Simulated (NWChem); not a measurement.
System: AlH, singlet; SMILES [AlH]

NWChem input:

```
start job
memory heap 200 mb stack 900 mb global 1100 mb
geometry units angstroms noautosym nocenter noautoz
  Al     0.000000     0.000000     0.142274
  H      0.000000     0.000000    -1.524908
end
basis spherical
  * library 6-31g**
end
dft
  odft
  mult 1
  xc b3lyp
  iterations 150
end
property
  spinspin 1 1 2
end
task dft property
```

Excerpt of the output:

```
             Northwest Computational Chemistry Package (NWChem) 7.3.0
             --------------------------------------------------------

                             Geometry "geometry" -> ""
                             -------------------------

 Output coordinates in angstroms (scale by  1.889725989 to convert to a.u.)

  No.       Tag          Charge          X              Y              Z
 ---- ---------------- ---------- -------------- -------------- --------------
    1 Al                  13.0000     0.00000000     0.00000000     0.14227400
    2 H                    1.0000     0.00000000     0.00000000    -1.52490800

 Effective nuclear repulsion energy (a.u.)       4.1263066882

                              NWChem Property Module
                              ----------------------

  itol2e modified to match energy
  convergence criterion.

                                 NWChem DFT Module
                                 -----------------

 Summary of "ao basis" -> "ao basis" (spherical)
 ------------------------------------------------------------------------------
       Tag                 Description            Shells   Functions and Types
 ---------------- ------------------------------  ------  ---------------------
 Al                         6-31g**                  8       18   4s3p1d
 H                          6-31g**                  3        5   2s1p

  itol2e modified to match energy
  convergence criterion.

            General Information
            -------------------
          SCF calculation type: DFT
          Wavefunction type:  spin polarized.
          No. of atoms     :     2
          No. of electrons :    14
           Alpha electrons :     7
            Beta electrons :     7
          Charge           :     0
          Spin multiplicity:     1
          Use of symmetry is: off; symmetry adaption is: off
          Maximum number of iterations: 150
          AO basis - number of functions:    23
                     number of shells:    11
          Convergence on energy requested:  1.00D-07
          Convergence on density requested:  1.00D-05
          Convergence on gradient requested:  5.00D-04

              XC Information
              --------------
                         B3LYP Method XC Potential
                     Hartree-Fock (Exact) Exchange  0.200
                        Slater Exchange Functional  0.800 local
                    Becke 1988 Exchange Functional  0.720 non-local
              Lee-Yang-Parr Correlation Functional  0.810
                  VWN I RPA Correlation Functional  0.190 local

             Grid Information
             ----------------
          Grid used for XC integration:  fine
          Radial quadrature: Mura-Knowles
          Angular quadrature: Lebedev.
          Tag              B.-S. Rad. Rad. Pts. Rad. Cut. Ang. Pts.
          ---              ---------- --------- --------- ---------
          Al                  1.25      123           7.0       770
          H                   0.35       60           8.0       590
          Grid pruning is: on
          Number of quadrature shells:   183
          Spatial weights used:  Erf1

      Superposition of Atomic Density Guess
      -------------------------------------

 Sum of atomic energies:        -242.35688324

      Non-variational initial energy
      ------------------------------

 Total energy =    -242.252643
 1-e energy   =    -345.312071
 2-e energy   =      98.933121
 HOMO         =      -0.190482
 LUMO         =      -0.008311

   convergence    iter        energy       DeltaE   RMS-Dens  Diis-err
 ---------------- ----- ----------------- --------- --------- ---------
 d= 0,ls=0.0,diis     1   -242.9727687645 -2.47D+02  1.09D-02  9.12D-03
                                                     1.09D-02  9.12D-03
 d= 0,ls=0.0,diis     2   -242.9803498171 -7.58D-03  3.53D-03  1.24D-03
                                                     3.53D-03  1.24D-03
 d= 0,ls=0.0,diis     3   -242.9819052604 -1.56D-03  6.85D-04  8.76D-05
                                                     6.85D-04  8.76D-05
 d= 0,ls=0.0,diis     4   -242.9820054154 -1.00D-04  4.83D-05  2.62D-07
                                                     4.83D-05  2.62D-07
 d= 0,ls=0.0,diis     5   -242.9820057314 -3.16D-07  1.04D-05  1.31D-08
                                                     1.04D-05  1.31D-08
 d= 0,ls=0.0,diis     6   -242.9820057455 -1.41D-08  2.90D-07  1.52D-11
                                                     2.90D-07  1.52D-11

         Total DFT energy =     -242.982005745492
      One electron energy =     -345.602511804013
           Coulomb energy =      117.470158177318
    Exchange-Corr. energy =      -18.975958806966
 Nuclear repulsion energy =        4.126306688170

 Numeric. integr. density =       14.000000308195

                    DFT Final Alpha Molecular Orbital Analysis
                    ------------------------------------------

 Vector    5  Occ=1.000000D+00  E=-2.689901D+00
              MO Center=  2.0D-13, -1.8D-13,  1.4D-01, r^2= 1.3D-01
   Bfn.  Coefficient  Atom+Function         Bfn.  Coefficient  Atom+Function
  ----- ------------  ---------------      ----- ------------  ---------------
     5      0.992720  1 Al pz                 9      0.029810  1 Al pz

 Vector    6  Occ=1.000000D+00  E=-3.650898D-01
              MO Center=  4.0D-11, -3.8D-11, -7.0D-01, r^2= 1.7D+00
   Bfn.  Coefficient  Atom+Function         Bfn.  Coefficient  Atom+Function
  ----- ------------  ---------------      ----- ------------  ---------------
     6      0.534092  1 Al s                  2     -0.238898  1 Al s
    20      0.239111  2 H  s                 19      0.233501  2 H  s
    10      0.212425  1 Al s                  9     -0.142443  1 Al pz
     5      0.063675  1 Al pz                 1      0.049109  1 Al s
    16      0.034811  1 Al d  0

[...]

      -----------------------------------
      Indirect Spin-Spin Coupling Tensors
      -----------------------------------

      ---------------------------------------------------
      Calculating Fermi-Contact and Spin-Dipole Responses
      ---------------------------------------------------

                                NWChem CPHF Module
                                ------------------

  scftype          =     UHF
  nalpha           =        7
  nbeta            =        7
  variables        =      224
  # of vectors     =       13
  tolerance        = 0.10D-03
  level shift      = 0.00D+00
  max iterations   =       50
  max subspace     =      130

 SCF residual:    3.5407286133196407E-007

Iterative solution of linear equations
  No. of variables      224
  No. of equations       13
  Maximum subspace      130
        Iterations       50
       Convergence  1.0D-04

   iter   nsub   residual    time
   ----  ------  --------  ---------
     1     13    5.27D-01       2.5
     2     26    2.59D-01       3.3
     3     39    2.67D-02       4.1
     4     52    1.50D-03       4.9
     5     65    7.10D-05       5.7

      ----------------------------------------------
      Calculating Paramagnetic Spin-Orbit Responses
      ----------------------------------------------

                                NWChem CPHF Module
                                ------------------

  scftype          =     UHF
  nalpha           =        7
  nbeta            =        7
  variables        =      224
  # of vectors     =        3
  tolerance        = 0.10D-03
  level shift      = 0.00D+00
  max iterations   =       50
  max subspace     =       30

 SCF residual:    3.5407286133196407E-007

Iterative solution of linear equations
  No. of variables      224
  No. of equations        3
  Maximum subspace       30
        Iterations       50
       Convergence  1.0D-04

   iter   nsub   residual    time
   ----  ------  --------  ---------
     1      3    1.16D+00       6.2
     2      6    2.34D-01       6.5
     3      9    8.41D-03       6.8
     4     12    4.45D-04       7.0
     5     15    2.58D-05       7.3

      ----------------------------------
      Indirect Spin-Spin Tensors (in Hz)
      ----------------------------------

      -------------------------------------------------
      Atom    1:  27-Al and Atom    2:   1-H

      Respective Nuclear g-factors: 1.456602 & 5.585689
      -------------------------------------------------

      Fermi Contact (FC) Term (Hz):
      9.2942      0.0000      0.0000
      0.0000      9.2942      0.0000
      0.0000      0.0000      9.2942
        Isotropic =       9.2942

      Spin-Dipole   (SD) Term (Hz):
      0.6586      0.0000      0.0000
      0.0000      0.6586     -0.0000
      0.0000     -0.0000      0.1516
        Isotropic =       0.4896

      FC - SD  Cross Term (Hz):
    -15.1828      0.0000     -0.0000
      0.0000    -15.1828      0.0000
     -0.0000      0.0000     30.3655
        Isotropic =       0.0000

      Paramagnetic Spin-Orbit Term (Hz):
     -4.1043     -0.0000     -0.0000
     -0.0000     -4.1043      0.0000
     -0.0000      0.0000     -0.0227
        Isotropic =      -2.7437

      Diamagnetic Spin-Orbit Term (Hz):
     -5.5787     -0.0000      0.0000
     -0.0000     -5.5787     -0.0000
      0.0000     -0.0000     10.9385
        Isotropic =      -0.0730

      Total Spin-Spin Coupling Tensor (Hz):
    -14.9129     -0.0000     -0.0000
     -0.0000    -14.9129      0.0000
     -0.0000      0.0000     50.7271

      Isotropic Spin-Spin Coupling =       6.9671 Hz
```

Level: B3LYP/6-31G** (spherical d). Low-valent species are run as closed-shell singlets; no triplet was tried in these runs. Structure relaxed at the PBE0/def2-SVP level. B3LYP is NWChem's, with the RPA form of VWN correlation.
